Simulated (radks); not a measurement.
Species: Cl+. Configuration: [Ne] 3p(up 2.5, down 2.5) 3s(up 1, down 0) (fractional occupations, a model configuration). Method: scalar-relativistic Kohn-Sham, LDA (Slater exchange, Perdew-Wang correlation), spin-polarised, spherical densities, finite nucleus; Fermi nuclear charge, rms radius 3.3654 fm; computed with a radial shooting solver on a logarithmic mesh with Libxc functionals.

Radial electron density D(r) = 4 pi r^2 rho(r):

r (bohr)  D(r) (e/bohr)  spin D(r)
0.002958         0.3335    0.00141
0.003336         0.4178    0.00176
0.003761         0.5225    0.00220
0.00424          0.6523    0.00275
0.004781         0.8127    0.00342
0.00539           1.010    0.00425
0.006078          1.252    0.00527
0.006853          1.548    0.00650
0.007788          1.933    0.00811
0.008781          2.371    0.00994
0.009901          2.897     0.0121
0.01116           3.522     0.0147
0.01259           4.258     0.0177
0.01419           5.117     0.0212
0.016             6.108     0.0252
0.01804           7.234     0.0297
0.02034           8.493     0.0346
0.02293           9.874     0.0399
0.02586           11.36     0.0453
0.02916           12.90     0.0506
0.03287           14.45     0.0554
0.03706           15.94     0.0594
0.04179           17.29     0.0619
0.04712           18.40     0.0625
0.05355           19.22     0.0603
0.06038           19.56     0.0552
0.06808           19.44     0.0472
0.07676           18.86     0.0368
0.08654           17.89     0.0249
0.09758           16.66     0.0137
0.11              15.36    0.00589
0.124             14.25    0.00466
0.1399            13.55     0.0133
0.1577            13.45     0.0342
0.1778            14.00     0.0675
0.2005            15.13      0.111
0.226             16.60      0.157
0.2548            18.03      0.196
0.2873            19.02      0.218
0.324             19.21      0.212
0.3682            18.30      0.172
0.4151            16.41      0.110
0.4681            13.77     0.0442
0.5278            10.80    0.00154
0.595             7.985     0.0102
0.6709            5.738     0.0894
0.7564            4.291      0.239
0.8529            3.651      0.438
0.9616            3.623      0.642
1.084             3.895      0.802
1.222             4.157      0.876
1.378             4.185      0.844
1.554             3.892      0.721
1.752             3.320      0.544
1.976             2.590      0.360
2.228             1.842      0.204
2.532             1.151     0.0908
2.854            0.6658     0.0315
3.218            0.3442    0.00523
3.629            0.1573   -0.00264
4.091           0.06275   -0.00302
4.613           0.02152   -0.00169
5.201          0.006243  -0.000678
5.864          0.001503  -0.000208

D(r) has 3 maxima, at r = 0.0623, 0.314, 1.31 bohr, and minima at 0.152, 0.909 bohr, inside which lie 2.18, 10.40 electrons.
